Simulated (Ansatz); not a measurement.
`[NH2][AlH2]` + `C[SiH2][SiH2]O` → `C[SiH2][SiH2][AlH2]` + `NO`  (formal exchange of groups at the Al–N bond)

Computed with Ansatz on PBE0-D4/def2-TZVP structures; ΔE is electronic, products minus reactants. CCSD(T)/CBS is the MP2 limit (def2-TZVPP, def2-QZVPP) plus CCSD(T) − MP2 in def2-TZVPP, frozen cores. This one scheme is used for every species. Functionals use def2-TZVPP. B3LYP here is the variant with VWN-RPA as its local correlation; programs differ in this. Each species was taken in one conformer, which may not be the lowest.

```json
{"level": "PBE-D4", "ΔE (kcal/mol)": "85.8", "difference from CCSD(T)/CBS": "-9.9"}
{"level": "r2SCAN-D4", "ΔE (kcal/mol)": "93.5", "difference from CCSD(T)/CBS": "-2.2"}
{"level": "PBE0-D4", "ΔE (kcal/mol)": "88.5", "difference from CCSD(T)/CBS": "-7.2"}
{"level": "B3LYP-D4", "ΔE (kcal/mol)": "93.5", "difference from CCSD(T)/CBS": "-2.2"}
{"level": "ωB97X-V", "ΔE (kcal/mol)": "92.2", "difference from CCSD(T)/CBS": "-3.5"}
{"level": "ωB97M-V", "ΔE (kcal/mol)": "95.1", "difference from CCSD(T)/CBS": "-0.6"}
{"level": "B2PLYP", "ΔE (kcal/mol)": "96.8", "difference from CCSD(T)/CBS": "1.1"}
{"level": "PBE", "ΔE (kcal/mol)": "86.1", "difference from CCSD(T)/CBS": "-9.6"}
{"level": "r2SCAN", "ΔE (kcal/mol)": "93.6", "difference from CCSD(T)/CBS": "-2.1"}
{"level": "PBE0", "ΔE (kcal/mol)": "89.0", "difference from CCSD(T)/CBS": "-6.7"}
{"level": "B3LYP", "ΔE (kcal/mol)": "94.2", "difference from CCSD(T)/CBS": "-1.5"}
{"level": "HF/def2-TZVPP", "ΔE (kcal/mol)": "100.0", "difference from CCSD(T)/CBS": "4.3"}
{"level": "MP2/def2-TZVPP", "ΔE (kcal/mol)": "100.1", "difference from CCSD(T)/CBS": "4.4"}
{"level": "SCS-MP2/def2-TZVPP", "ΔE (kcal/mol)": "98.7", "difference from CCSD(T)/CBS": "3.0"}
{"level": "CCSD/def2-TZVPP", "ΔE (kcal/mol)": "95.2", "difference from CCSD(T)/CBS": "-0.5"}
{"level": "CCSD(T)/def2-TZVPP", "ΔE (kcal/mol)": "94.2", "difference from CCSD(T)/CBS": "-1.5"}
{"level": "HF/def2-QZVPP", "ΔE (kcal/mol)": "100.9", "difference from CCSD(T)/CBS": "5.2"}
{"level": "MP2/def2-QZVPP", "ΔE (kcal/mol)": "101.3", "difference from CCSD(T)/CBS": "5.6"}
{"level": "SCS-MP2/def2-QZVPP", "ΔE (kcal/mol)": "99.9", "difference from CCSD(T)/CBS": "4.2"}
{"level": "HF/CBS(def2)", "ΔE (kcal/mol)": "101.0", "difference from CCSD(T)/CBS": "5.3"}
{"level": "MP2/CBS(def2)", "ΔE (kcal/mol)": "101.7", "difference from CCSD(T)/CBS": "6.0"}
{"level": "CCSD/CBS(def2)", "ΔE (kcal/mol)": "96.7", "difference from CCSD(T)/CBS": "1.0"}
{"level": "CCSD(T)/CBS", "ΔE (kcal/mol)": "95.7", "difference from CCSD(T)/CBS": "0"}
```

Largest T1 diagnostic among the species: 0.012.

From PBE to PBE0 (25 % exact exchange), in def2-TZVPP and without D4, ΔE moves by +2.8 kcal/mol.
